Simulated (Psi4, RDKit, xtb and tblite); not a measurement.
Two geometries of SMILES c1ccccc1C1CC1 (C₉H₁₀), relaxed at GFN2-xTB with one dihedral held; other torsions can differ between them too.

Structure A

```
19

C      2.7706     0.3419     0.2760
C      1.9909    -0.6309     0.8785
C      0.6282    -0.6706     0.6449
C      0.0271     0.2621    -0.1921
C     -1.4399     0.2072    -0.4452
C     -2.4015     0.3380     0.6989
C     -2.2777     1.4424    -0.3068
C      0.8180     1.2317    -0.7960
C      2.1812     1.2720    -0.5630
H      3.8347     0.3743     0.4592
H      2.4463    -1.3599     1.5333
H      0.0186    -1.4289     1.1157
H     -1.7154    -0.4852    -1.2346
H     -3.2959    -0.2666     0.6969
H     -1.9911     0.5060     1.6834
H     -3.0875     1.6009    -1.0030
H     -1.7877     2.3522     0.0060
H      0.3591     1.9564    -1.4534
H      2.7858     2.0316    -1.0375
```

Structure B

```
19

C      2.7711     0.3213     0.2949
C      1.9638    -0.6510     0.8600
C      0.6081    -0.6694     0.5910
C      0.0315     0.2758    -0.2536
C     -1.4325     0.2421    -0.4712
C     -2.2711     1.4407    -0.0991
C     -2.1378     1.0370    -1.5315
C      0.8515     1.2561    -0.8030
C      2.2084     1.2746    -0.5358
H      3.8308     0.3379     0.5029
H      2.3914    -1.3957     1.5157
H     -0.0160    -1.4320     1.0360
H     -1.8700    -0.7217    -0.2338
H     -3.2108     1.2747     0.4051
H     -1.7493     2.3276     0.2277
H     -2.9859     0.5764    -2.0159
H     -1.5559     1.6593    -2.1927
H      0.4339     2.0151    -1.4473
H      2.8298     2.0406    -0.9772
```

**Question.** Which is lower in energy at the level Psi4 with B3LYP-D3(BJ)/def2-SVP // GFN2-xTB, and by how much?

**Answer.** B is lower, by 0.76 kcal/mol (dihedral C3–C4–C5–C6: 60° in A, 120° in B).

E(B) − E(A) in kcal/mol at the other levels, on the same two geometries: GFN2-xTB (xtb and tblite) -0.77; MMFF94 // GFN2-xTB (RDKit) 3.10; B3LYP/def2-SVP // GFN2-xTB (Psi4) -0.77.
